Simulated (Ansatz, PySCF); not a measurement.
Reaction (SMILES): [SiH3]OCCO[SiH3] + 5 [H][H] (H2) → 2 C (CH4) + 2 O (H2O) + 2 [SiH4] (SiH4)
Structures are relaxed separately at B3LYP-D3(BJ)/def2-TZVP in Ansatz (a first-principles code), one conformer each, not searched for the lowest. Frequencies are from Ansatz or PySCF.
Geometry of the first species:
```xyz
16

Si    -3.2425     0.1209     0.6596
O     -1.6979    -0.4115     0.4507
C     -0.6273     0.4240     0.0388
C      0.6273    -0.4240    -0.0388
O      1.6979     0.4115    -0.4507
Si     3.2425    -0.1209    -0.6596
H     -3.2970     1.1862     1.6923
H     -3.7836     0.6764    -0.6065
H     -4.0313    -1.0510     1.0865
H     -0.4715     1.2404     0.7522
H     -0.8305     0.8644    -0.9434
H      0.8305    -0.8644     0.9434
H      0.4715    -1.2404    -0.7522
H      3.7836    -0.6764     0.6065
H      4.0313     1.0510    -1.0865
H      3.2970    -1.1862    -1.6923
```

Quantity: energy of full hydrogenation (0 K, with B3LYP-D3(BJ) harmonic zero-point energies), in eV. Correlated levels leave the core frozen unless marked. No spin-orbit coupling. Non-relativistic. CBS marks a two-point X^-3 extrapolation of the correlation energy; Hartree-Fock from the larger set. [CCSD(T)-MP2]/basis is that difference in the basis named.

```tsv
level	program	energy of full hydrogenation (eV)	minus last row
HF/cc-pV(Q+d)Z	Ansatz	-1.21	-0.39
SVWN5/def2-TZVPD	Ansatz	-0.84	-0.02
PBE0-D3(BJ)/def2-TZVP	Ansatz + dftd3	-0.88	-0.06
BHLYP/def2-TZVPD	Ansatz	-1.08	-0.26
CCSD/cc-pV(Q+d)Z	Ansatz	-0.96	-0.14
CCSD(T)/6-31G*	Ansatz	0.10	0.92
CCSD(T) with core electrons (1s frozen past Ne)/cc-pwCVTZ	Ansatz	-0.78	0.04
RI-MP2/CBS(cc-pV(T+d)Z,cc-pV(Q+d)Z)+[CCSD(T)-MP2]/cc-pV(T+d)Z	Ansatz	-0.87	-0.05
RI-MP2/CBS(cc-pV(T+d)Z,cc-pV(Q+d)Z)+[CCSD(T)-MP2]/cc-pV(Q+d)Z	Ansatz	-0.84	-0.02
CCSD(T)/CBS(cc-pV(T+d)Z,cc-pV(Q+d)Z)	Ansatz	-0.82	0.00
```
